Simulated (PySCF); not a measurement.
def2 core potentials replace the inner electrons of Sn.

Cartesian coordinates (Å):
```xyz
16

C     -1.7677    -2.0180     0.2777
O     -1.6224    -0.7841    -0.3659
Sn     0.1142    -0.2123    -1.2010
O      0.2487     1.7098    -0.6289
C     -0.8831     2.5100    -0.4378
O      1.4702    -1.1044    -0.0156
C      2.6262    -0.4464     0.4185
H     -2.6391    -1.9518     0.9531
H     -0.8862    -2.2964     0.8834
H     -1.9709    -2.8441    -0.4303
H     -1.2630     2.9400    -1.3843
H     -1.7155     1.9722     0.0515
H     -0.5976     3.3587     0.2090
H      3.0016    -0.9690     1.3162
H      2.4469     0.6104     0.6881
H      3.4378    -0.4745    -0.3336
```
Charge 0, spin multiplicity 2.

### Question
What is the computed highest occupied spin orbital, total energy and dipole moment (PBE-D3(BJ)/def2-SVP // PBE0-D3(BJ)/def2-SVP (PySCF))?

### Answer

- highest occupied spin orbital = -5.28 eV
- total energy = -559.0262 Ha
- dipole moment = 0.33 D
